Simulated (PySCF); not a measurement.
Polarisability and C₆ of Au+ (gold, charge +1)

[Xe] 4f14 5d9 6s1, high-spin 3D determinant (an excited configuration). Calculation: PySCF 2.14, in aug-cc-pVTZ-PP with one added diffuse shell each of s, p, d, f, g type with ECP60MDF (7s7p6d4f3g, 113 functions); scalar relativity through the core potential. Coupled (time-dependent) response in atomic units; α is the mean over directions.

```csv
method,mean α (bohr³),"α xx, yy, zz",C₆ (like pair),S(−4)
PBE0,21.37,"21.34, 21.34, 21.45",164.4,180.2
```

S(−4) is the Cauchy moment in α(ω) = α(0) + S(−4) ω² + …

Spin-orbit coupling is absent.

α(iu) at PBE0:

```
u (hartree)  α(iu) (bohr³)
          0          21.37
     0.0500          20.94
      0.100          19.78
      0.200          16.60
      0.300          13.66
      0.500          9.711
      0.750          6.969
       1.00          5.336
       1.50          3.469
       2.00          2.443
       3.00          1.391
       5.00         0.6135
```

A single London oscillator, α(iu) = α/(1 + u²/ω²), gives C₆ = (3/4) ω α². Matching the computed C₆ needs ω = 4 × 164.4 / (3 × 21.37²) = 0.480 hartree.

For an ion, C₆ is the dispersion term alone; charge-induced terms of lower order in 1/R come first.

The components differ because the open shell of this determinant is not spherical; for a pure term their mean is the scalar polarisability.

Energies and moments cover only the electrons outside the core potential. Spin-orbit coupling, absent here, splits the open shell strongly.
